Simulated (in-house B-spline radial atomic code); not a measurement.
Configurations of La⁸⁺, with energies counted from [Kr] 4d10 5s2 5p1. Level of theory: Dirac-Hartree-Fock, average of configuration, Fermi nucleus of rms radius 4.855 fm; calculated with a radial B-spline atomic code at the basis-set limit. Energies include first-order Breit, QED and recoil terms.

Occupations are held fixed; configurations that lie above the ionisation limit could autoionise.

| configuration | E - E(ref) (eV) | highest orbital | its <r> (bohr) |
| --- | --- | --- | --- |
| [Kr] 4d10 5s2 6p1 | 53.341 | 6p3/2 | 2.863 |
| [Kr] 4d10 5s1 5p1 5f1 | 76.845 | 5f7/2 | 2.457 |
| [Kr] 4d10 5s2 9p1 | 95.811 | 9p3/2 | 8.599 |
| [Kr] 4d10 5s2 8g1 | 99.553 | 8g7/2 | 9.332 |
| [Kr] 4d10 5s2 9g1 | 103.24 | 9g7/2 | 12.13 |
| [Kr] 4d10 5s1 5p1 8f1 | 115.18 | 8f7/2 | 8.348 |
| [Kr] 4d10 5s1 5p1 9d1 | 116.77 | 9d5/2 | 9.486 |
| [Kr] 4d9 5s2 5p1 7g1 | 195.86 | 7g7/2 | 6.804 |

Question: Order these further configurations by energy, lowest first.
A. [Kr] 4d10 5s1 5p2
B. [Kr] 4d10 5s2 8s1
C. [Kr] 4d10 5s1 5p1 8d1
D. [Kr] 4d10 5s1 5p1 9g1
E. [Kr] 4d10 5s2 8f1

Answer: A (19.108 eV), B (85.885 eV), E (96.711 eV), C (110.64 eV), D (121.73 eV).

Question: How far above the reference does [Kr] 4d10 5s2 8p1 lie?

Answer: 88.338 eV; its least bound orbital is 8p3/2 with <r> = 6.355 bohr.

Question: How far above the reference does [Kr] 4d10 5s2 7s1 lie?

Answer: 71.803 eV; its least bound orbital is 7s1/2 with <r> = 4.104 bohr.

Question: How far above the reference does [Ar] 3d9 4s2 4p6 4d10 5s2 5p1 5f1 lie?

Answer: 902.44 eV; its least bound orbital is 5f7/2 with <r> = 2.375 bohr.
